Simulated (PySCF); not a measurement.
# How the method moves the HOMO and LUMO of `C#C[Si@@H](C)N=C`

Compound: C₄H₇NSi.
Geometry (PBE0-D3(BJ)/def2-SVP, Å), atoms numbered from 1 in this order:
```xyz
13
C4H7NSi angstrom
C     -0.8272    2.8949    0.1433
C     -0.4934    1.7278    0.2284
Si    -0.0121   -0.0390    0.3765
C     -1.5295   -1.1211    0.3279
N      0.9987   -0.4263   -1.0102
C      2.2039   -0.7899   -0.9291
H     -1.1198    3.9270    0.0639
H      0.7457   -0.2130    1.6606
H     -2.0260   -1.0243   -0.6491
H     -1.2591   -2.1776    0.4786
H     -2.2414   -0.8271    1.1139
H      2.7709   -0.8920    0.0230
H      2.7789   -1.0363   -1.8421
```

Basis pcSseg-1 throughout (PySCF), one geometry. Isolated species at its PBE0-D3(BJ)/def2-SVP geometry (one conformer only).

Question: How do the orbital energies, the gap and the dipole change with the method?

Answer: 
```csv
method,kind,HOMO (eV),LUMO (eV),gap (eV),μ (D),SCF cycles
BLYP,GGA,-5.58,-1.87,3.71,0.81,16
OPBE,GGA,-5.67,-1.94,3.73,0.83,16
PBE,GGA,-5.69,-2.03,3.65,0.82,16
B97-D,GGA,-5.71,-1.92,3.79,0.85,16
LDA,LDA,-5.77,-2.28,3.49,0.87,15
BP86,GGA,-5.80,-2.12,3.68,0.84,15
KT2,GGA,-5.84,-1.98,3.86,0.83,17
KT3,GGA,-5.85,-1.94,3.91,0.81,16
B3LYP,global hybrid,-6.87,-1.15,5.72,0.93,14
HF,Hartree–Fock,-10.56,3.19,13.75,1.27,11
```

The HOMO spans 4.98 eV, from BLYP down to HF, and the gap runs from 3.49 eV (LDA) to 13.75 eV (HF). Over the methods BLYP (0 %), OPBE (0 %), PBE (0 %), B97-D (0 %), LDA (0 %), BP86 (0 %), KT2 (0 %), KT3 (0 %), B3LYP (20 %), HF (100 %), a straight line through the gap against the share of exact exchange rises by 1.00 eV for each 10 % (correlation coefficient 0.999). The dipole ranges from 0.81 D (KT3) to 1.27 D (HF). This basis has no diffuse functions.
